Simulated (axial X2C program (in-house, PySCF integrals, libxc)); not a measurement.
## Correcting the dissociation energy of NbGe for spin–orbit coupling

A spin-free PBE0 curve (one-electron X2C) was computed with an in-house all-electron X2C program for linear molecules (integrals from PySCF), basis Nb dyall-cv3z [11s12p9d5f3g], Ge dyall-cv3z [9s9p7d4f1g] (cores contracted in-house), for the state M_S = 5/2, Λ = 0 (beyond evenly filled blocks: σα, π+α, π-α, δ+α, δ-α). It gives D0 = 2.407 eV to Nb + Ge, which in a spin-free picture are the weighted means of the ground terms.

Measured levels of the ground terms (NIST Handbook of Basic Atomic Spectroscopic Data), in cm⁻¹: Nb 6D: J = 1/2 at 0, J = 3/2 at 154.2, J = 5/2 at 392, J = 7/2 at 695.2, J = 9/2 at 1050.3; Ge 3P: J = 0 at 0, J = 1 at 557.1, J = 2 at 1410.

The molecular state has Λ = 0, so it has no first-order lowering.

How far does each ground level lie under the (2J+1)-weighted mean of its term?

Nb: (2 × 0 + 4 × 154.2 + 6 × 392 + 8 × 695.2 + 10 × 1050.3)/30 = 634 cm⁻¹; Ge: (1 × 0 + 3 × 557.1 + 5 × 1410)/9 = 969 cm⁻¹.

Correct D0.

D0 = 2.407 + (0 − 1603)/8065.5 = 2.208 eV at PBE0 with these spin–orbit terms.

Second-order spin–orbit effects in the molecule, which grow quickly with Z, are left out. The state is one determinant whose occupation by symmetry is held fixed; it was picked as the lowest of a PBE0 search that is not exhaustive. De is counted from the lowest determinant-based energies of the atoms at the same level, without counterpoise correction. PBE0 can misorder states that lie within some tenths of an eV, so this need not be the ground state of the molecule. The nearest other spin-free determinant of the search, M_S = 3/2, Λ = 3, lies 0.42 eV up at the distance of the search.
